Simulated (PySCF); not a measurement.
# Calculated NMR parameters of CCO[Si](C)(C)OCC

| Property | Result |
| --- | --- |
| Formula | C6H16O2Si |
| SMILES | CCO[Si](C)(C)OCC |
| Point group of the computed structure | C1 |
| Degrees of unsaturation | 0 |
| Carbon signals | 3 |
| Proton signals | 3 |

Mapped SMILES: `[CH3:1][CH2:2][O:3][Si:4]([CH3:5])([CH3:6])[O:7][CH2:8][CH3:9]`. Each H is labelled by its parent atom.

[PySCF 2.14: NMR shieldings at PBE0/pcSseg-1/GIAO; structure optimised with PBE0-D3(BJ)/def2-SVP; rapidly exchanging positions averaged; isolated molecule; non-relativistic; one computed conformer]

Referencing at the same level of theory: $^{1}$H (31.27 ppm) and $^{13}$C (184.41 ppm) and $^{29}$Si (351.99 ppm) vs TMS; $^{17}$O (334.56 ppm) vs H2O.

```tsv
carbon	δC, type	δH (multiplicity)	HMBC from (2–3 bonds)	span of the C tensor (ppm)
C1/C9	20.2, CH3	1.24 (t)	H(C2)/H(C8)	37
C2/C8	59.0, CH2	3.62 (q)	H(C1)/H(C9)	67
C5/C6	-3.9, CH3	0.06 (s)	H(C5)/H(C6)	14
```

Other nuclei:
```tsv
atoms	nucleus	environment	δ (ppm)	σ (ppm)
Si4	$^{29}$Si	silicon bonded to 2 C, 2 O	1.0	351.0
O3/O7	$^{17}$O	oxygen bonded to C, Si	64.6	269.9
```

- Carbon types of the structure: 2 × CH2, 4 × CH3, which accounts for all hydrogens.
- δC 59.0: sp3 CH2 bonded to O; deshielded by the electronegative neighbour.
- δC 20.2: methyl carbon; a saturated carbon with 1 carbon neighbour and no heteroatom attached.
- δC -3.9: methyl carbon bonded to Si; an electropositive neighbour leaves it electron-rich and shielded.
- δH 3.62: hydrogen on an sp3 CH2 bonded to O; its carbon carries O, which withdraws density.
- δH 0.06: hydrogen on a methyl carbon bonded to Si; an electropositive neighbour shields it, as in TMS itself.

Shifts are as computed. Against solution values, carbons near 30 ppm lie about +2 ppm off and those near 130 ppm about +5 ppm. Of 1211 compounds with measured shifts, 218 miss one by over three times the rms of a fit or turn the order of signals round; such compounds aren't used in these exercises. Experimental scales use liquid or dissolved standards, which lie at an offset from isolated H2O (liquid H2O: subtract about 36 ppm). Multiplicities follow the n + 1 count of equivalent neighbours, as no J values were calculated; m marks all less simple cases, F and P coupling included.
